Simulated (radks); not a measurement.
All-electron atom: the terbium ion Tb2+ in [Xe] 4f9 (the NIST ground configuration).

All-electron calculation, scalar-relativistic Kohn-Sham, PBE, spin-polarised, spherical densities, point nucleus; open shells are filled with parallel spins first (spin-orbit coupling, left out, can overturn this in heavy ions). Program: a radial shooting solver on a logarithmic mesh with Libxc functionals.

Energy parts (eV):
part                      energy
total                 -318603.34
kinetic                342944.73
electron-nucleus      -777808.49
Hartree                123220.57
exchange-correlation    -6960.15

Orbitals (lengths in bohr, moments of r in powers of bohr; r(90%) holds 90 % of the orbital's charge):
| orbital | occ. | eigenvalue (eV) | <1/r> | r(90%) |
|---|---|---|---|---|
| 1s up | 1 | -51875.67 | 73.12 | 0.0389 |
| 1s down | 1 | -51875.67 | 73.12 | 0.0389 |
| 2s up | 1 | -8610.342 | 16.97 | 0.142 |
| 2s down | 1 | -8610.306 | 16.97 | 0.142 |
| 2p up | 3 | -7651.933 | 15.81 | 0.132 |
| 2p down | 3 | -7651.908 | 15.81 | 0.132 |
| 3s up | 1 | -1920.824 | 6.236 | 0.351 |
| 3s down | 1 | -1918.977 | 6.241 | 0.351 |
| 3p up | 3 | -1625.309 | 5.853 | 0.356 |
| 3p down | 3 | -1623.469 | 5.858 | 0.356 |
| 3d up | 5 | -1240.325 | 5.553 | 0.337 |
| 3d down | 5 | -1238.919 | 5.557 | 0.337 |
| 4s up | 1 | -392.9447 | 2.627 | 0.778 |
| 4s down | 1 | -388.7199 | 2.627 | 0.778 |
| 4p up | 3 | -295.6868 | 2.411 | 0.835 |
| 4p down | 3 | -291.4962 | 2.410 | 0.835 |
| 4d up | 5 | -162.2607 | 2.124 | 0.938 |
| 4d down | 5 | -158.1123 | 2.121 | 0.940 |
| 4f up | 7 | -18.2310 | 1.526 | 1.53 |
| 4f down | 2 | -14.6354 | 1.481 | 1.66 |
| 5s up | 1 | -62.3217 | 1.004 | 1.90 |
| 5s down | 1 | -60.1323 | 0.9894 | 1.93 |
| 5p up | 3 | -39.3551 | 0.8410 | 2.28 |
| 5p down | 3 | -37.7594 | 0.8244 | 2.32 |

The highest occupied level is 4f down at -14.635 eV. The density falls to 0.001 e/bohr^3 at r = 3.43 bohr. Summed over all electrons, <r^2> = 38.83 bohr^2, which gives a Langevin (diamagnetic) susceptibility term of -30.8 x 10^-6 cm^3/mol. For comparison, the ionisation energy in NIST's Atomic Spectra Database is 21.82 eV (semi-empirical). In exact Kohn-Sham theory the highest level is minus the ionisation energy, but local and semilocal functionals leave it too shallow, through self-interaction and a potential that decays too fast; potentials with the right tail come closer. Spin moment in Bohr magnetons: 5.
